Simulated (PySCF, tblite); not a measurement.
Isomers of C5H5FOSi, one GFN2-xTB conformer each. Single-point energies are computed at PBE0/pcSseg-1 (PySCF, gas phase, no added dispersion term), electronic only.

```csv
SMILES,GFN2-xTB relative energy (kJ/mol)
C#C[Si@@H]1[C@H](C=O)[C@@H]1F,196.0
C#C[SiH2]/C(F)=C\C=O,140.7
C#C[Si@@H](F)C(=O)C=C,0.0
```

Conformers: `[CH:1]#[C:2][Si@@H:3]1[C@H:4]([CH:5]=[O:6])[C@@H:7]1[F:8]` with Si3–C4–C5–O6 121°; `[CH:1]#[C:2][SiH2:3]/[C:4]([F:5])=[CH:6]\[CH:7]=[O:8]` with C2–Si3–C4–F5 120°, C4–C6–C7–O8 -178°; `[CH:1]#[C:2][Si@@H:3]([F:4])[C:5](=[O:6])[CH:7]=[CH2:8]` with C2–Si3–C5–O6 85°, Si3–C5–C7–C8 -176°.

Question: What does PBE0/pcSseg-1 give for the same structures?

Answer: 
```json
{"SMILES": "C#C[Si@@H](F)C(=O)C=C", "PBE0/pcSseg-1 E (Eh)": "-657.47964", "PBE0/pcSseg-1 (kJ/mol)": "0.0", "GFN2-xTB (kJ/mol)": "0.0", "point group": "C1"}
{"SMILES": "C#C[SiH2]/C(F)=C\\C=O", "PBE0/pcSseg-1 E (Eh)": "-657.41470", "PBE0/pcSseg-1 (kJ/mol)": "170.5", "GFN2-xTB (kJ/mol)": "140.7", "point group": "C1"}
{"SMILES": "C#C[Si@@H]1[C@H](C=O)[C@@H]1F", "PBE0/pcSseg-1 E (Eh)": "-657.39606", "PBE0/pcSseg-1 (kJ/mol)": "219.4", "GFN2-xTB (kJ/mol)": "196.0", "point group": "C1"}
```

Both levels put the same isomer lowest; measured from each level's own lowest isomer, the values differ by up to 29.8 kJ/mol (C#C[SiH2]/C(F)=C\C=O: 140.7 against 170.5). As drawn, the lowest has an Si–F bond and a C=C bond outside aromatic rings, which the highest lacks; the highest has a three-membered ring, which the lowest lacks.

Question: Which frontier levels, dipoles and rotational constants go with these structures?

Answer: 
```tsv
SMILES	HOMO (eV, PBE0/pcSseg-1)	LUMO (eV)	dipole (D)	A, B, C (MHz)
C#C[Si@@H](F)C(=O)C=C	-7.22	-2.41	1.58	2527, 1073, 951.2
C#C[SiH2]/C(F)=C\C=O	-7.63	-2.14	3.15	1771, 1302, 848.7
C#C[Si@@H]1[C@H](C=O)[C@@H]1F	-7.03	-1.39	3.83	1974, 1370, 1102
```

Question: What happens when harmonic zero-point energies from GFN2-xTB frequencies are added?

Answer: 
```
                       SMILES  ZPE (kJ/mol)  electronic (kJ/mol)  with ZPE (kJ/mol)
        C#C[Si@@H](F)C(=O)C=C         209.4                  0.0                0.0
         C#C[SiH2]/C(F)=C\C=O         202.3                170.5              163.4
C#C[Si@@H]1[C@H](C=O)[C@@H]1F         211.1                219.4              221.2
```

The zero-point energies span 8.8 kJ/mol. The order is unchanged.
